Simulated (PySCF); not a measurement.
Spin-rotation constants: SMILES CC#C[C@@H]1C[Se][C@@H]1C#N, C$_{7}$H$_{7}$NSe

Geometry:
```
atom   x (Å)   y (Å)   z (Å)
  C1   2.953   0.543  -0.625
  C2   1.665   0.140  -0.112
  C3   0.604  -0.203   0.331
  C4  -0.713  -0.571   0.796
  C5  -1.447  -1.583  -0.096
 Se6  -3.204  -0.690   0.150
  C7  -1.750   0.580   0.740
  C8  -1.487   1.550  -0.274
  N9  -1.282   2.311  -1.105
 H10   3.685   0.579   0.181
 H11   3.290  -0.167  -1.380
 H12   2.871   1.530  -1.079
 H13  -0.655  -0.946   1.824
 H14  -1.423  -2.617   0.242
 H15  -1.147  -1.515  -1.142
 H16  -1.967   1.067   1.693
```

Method used: GIAO PBE0/pcSseg-1 magnetisability, rotational g tensor and spin-rotation constants, non-relativistic, gas phase in PySCF. Geometry: GFN2-xTB.

The calculation is non-relativistic, which matters for the atoms heavier than Zn.

Question: Give the nuclear spin-rotation constants along the inertial axes (H = +C I·J) beside the isotropic shieldings.

Answer: Rotational constants 2.4099, 0.6373, 0.5401 GHz. A star marks the isotopologue with that one atom substituted, in its own axes.
| atom | isotope | Caa (kHz) | Cbb (kHz) | Ccc (kHz) | mean (kHz) | σ (ppm) |
| --- | --- | --- | --- | --- | --- | --- |
| N9 | 14N | 0.480 | 0.074 | 0.097 | 0.217 | -49.0 |
| H10 | 1H | -0.150 | -0.059 | -0.021 | -0.077 | 29.7 |
| H11 | 1H | -0.249 | -0.048 | -0.007 | -0.102 | 29.6 |
| H12 | 1H | -0.250 | 0.012 | -0.055 | -0.098 | 29.4 |
| H13 | 1H | -0.271 | -0.031 | 0.001 | -0.100 | 27.6 |
| H14 | 1H | -0.239 | 0.027 | -0.063 | -0.092 | 28.6 |
| H15 | 1H | -0.201 | -0.070 | 0.020 | -0.084 | 27.7 |
| H16 | 1H | -0.243 | -0.069 | 0.019 | -0.098 | 28.1 |
| C1 | 13C* | 0.275 | 0.078 | 0.066 | 0.140 | 182.1 |
| C2 | 13C* | 0.206 | 0.219 | 0.188 | 0.204 | 91.1 |
| C3 | 13C* | 0.107 | 0.225 | 0.180 | 0.171 | 102.5 |
| C4 | 13C* | 0.372 | 0.103 | 0.100 | 0.192 | 151.3 |
| C5 | 13C* | 0.302 | 0.120 | 0.099 | 0.173 | 152.7 |
| Se6 | 77Se* | 7.340 | 0.885 | 0.837 | 3.021 | 1297.6 |
| C7 | 13C* | 0.323 | 0.113 | 0.092 | 0.176 | 155.5 |
| C8 | 13C* | 0.918 | 0.119 | 0.184 | 0.407 | 62.6 |

For the geometry as given, no vibrational averaging.
